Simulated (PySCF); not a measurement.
SMILES CB(C)C#C[Si](Cl)(Cl)Cl, GFN2-xTB optimised geometry.

```
15

Si     2.84     0.00    -0.01
Cl     3.52     1.74     0.77
Cl     3.51    -1.54     1.11
Cl     3.48    -0.20    -1.91
C      0.99     0.00     0.00
C     -0.22     0.00     0.00
B     -1.74     0.00     0.00
C     -2.49    -1.38     0.00
C     -2.49     1.38     0.00
H     -2.52    -1.75     1.02
H     -1.98    -2.14    -0.58
H     -3.52    -1.31    -0.34
H     -1.98     2.14     0.59
H     -3.52     1.31     0.34
H     -2.52     1.76    -1.02
```

Density from PySCF 2.14.0 with CAM-B3LYP/def2-TZVP at that geometry.

Minimum of the electron density along straight lines between bonded atoms, close to the bond critical point (lines longer than 1.1 times the sum of covalent radii, or with two minima, are not listed):

```json
[
 {"bond": "Si1–Cl2", "length / Å": "2.022", "ρ at the minimum / e bohr⁻³": "0.109", "∇²ρ there / e bohr⁻⁵": "0.24", "position (fraction from the first atom)": "0.36"},
 {"bond": "Si1–Cl3", "length / Å": "2.022", "ρ at the minimum / e bohr⁻³": "0.109", "∇²ρ there / e bohr⁻⁵": "0.24", "position (fraction from the first atom)": "0.36"},
 {"bond": "Si1–Cl4", "length / Å": "2.022", "ρ at the minimum / e bohr⁻³": "0.109", "∇²ρ there / e bohr⁻⁵": "0.24", "position (fraction from the first atom)": "0.36"},
 {"bond": "Si1–C5", "length / Å": "1.843", "ρ at the minimum / e bohr⁻³": "0.124", "∇²ρ there / e bohr⁻⁵": "0.24", "position (fraction from the first atom)": "0.39"},
 {"bond": "C5–C6", "length / Å": "1.214", "ρ at the minimum / e bohr⁻³": "(withheld)", "∇²ρ there / e bohr⁻⁵": "(withheld)", "position (fraction from the first atom)": "0.49"},
 {"bond": "C6–B7", "length / Å": "1.514", "ρ at the minimum / e bohr⁻³": "0.189", "∇²ρ there / e bohr⁻⁵": "(withheld)", "position (fraction from the first atom)": "0.67"},
 {"bond": "B7–C8", "length / Å": "1.574", "ρ at the minimum / e bohr⁻³": "0.190", "∇²ρ there / e bohr⁻⁵": "-0.38", "position (fraction from the first atom)": "0.34"},
 {"bond": "B7–C9", "length / Å": "1.574", "ρ at the minimum / e bohr⁻³": "0.190", "∇²ρ there / e bohr⁻⁵": "-0.38", "position (fraction from the first atom)": "0.34"},
 {"bond": "C8–H10", "length / Å": "1.091", "ρ at the minimum / e bohr⁻³": "0.269", "∇²ρ there / e bohr⁻⁵": "-0.89", "position (fraction from the first atom)": "0.64"},
 {"bond": "C8–H11", "length / Å": "1.088", "ρ at the minimum / e bohr⁻³": "0.276", "∇²ρ there / e bohr⁻⁵": "-0.93", "position (fraction from the first atom)": "0.64"},
 {"bond": "C8–H12", "length / Å": "1.087", "ρ at the minimum / e bohr⁻³": "0.277", "∇²ρ there / e bohr⁻⁵": "-0.94", "position (fraction from the first atom)": "0.64"},
 {"bond": "C9–H13", "length / Å": "1.088", "ρ at the minimum / e bohr⁻³": "0.276", "∇²ρ there / e bohr⁻⁵": "-0.93", "position (fraction from the first atom)": "0.64"},
 {"bond": "C9–H14", "length / Å": "1.087", "ρ at the minimum / e bohr⁻³": "0.277", "∇²ρ there / e bohr⁻⁵": "-0.94", "position (fraction from the first atom)": "0.64"},
 {"bond": "C9–H15", "length / Å": "1.091", "ρ at the minimum / e bohr⁻³": "0.269", "∇²ρ there / e bohr⁻⁵": "-0.89", "position (fraction from the first atom)": "0.64"}
]
```

Task: Complete the blanks.

Result: 
- C5–C6, ρ at the minimum / e bohr⁻³: 0.424
- C5–C6, ∇²ρ there / e bohr⁻⁵: -1.33
- C6–B7, ∇²ρ there / e bohr⁻⁵: 0.00
